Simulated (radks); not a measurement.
Values are calculated unless marked as measured or tabulated.
Question: All-electron atom: Tl I in [Hg] 6p1. Level of theory: Dirac Kohn-Sham, PBEsol, spin-unpolarised, spherical densities, finite nucleus; open shells are shared between the two j in proportion to 2j + 1; Fermi nuclear charge, rms radius 5.4759 fm (a radial shooting solver on a logarithmic mesh with Libxc functionals).

Spin-orbit splittings of the eigenvalues, e(l+1/2) - e(l-1/2), with zeta = 2 splitting/(2l+1) and mean radii in bohr:

| shell | occ. | splitting (eV) | zeta (eV) | <r> j=l-1/2 | <r> j=l+1/2 |
|---|---|---|---|---|---|
| 2p | 6 | 2064 | 1376 | 0.05590 | 0.06469 |
| 3p | 6 | 458.9 | 305.9 | 0.1674 | 0.1835 |
| 3d | 10 | 98.04 | 39.22 | 0.1595 | 0.1644 |
| 4p | 6 | 111.7 | 74.44 | 0.3932 | 0.4276 |
| 4d | 10 | 20.84 | 8.334 | 0.4335 | 0.4446 |
| 4f | 14 | 4.600 | 1.314 | 0.4645 | 0.4711 |
| 5p | 6 | ? | ? | 0.9414 | 1.036 |
| 5d | 10 | 2.202 | 0.8806 | 1.359 | 1.417 |
| 6p | 1 | 1.067 | 0.7116 | 3.376 | 3.997 |

Estimate the 5p splitting.

Answer: 20.29 eV (zeta = 13.53 eV).
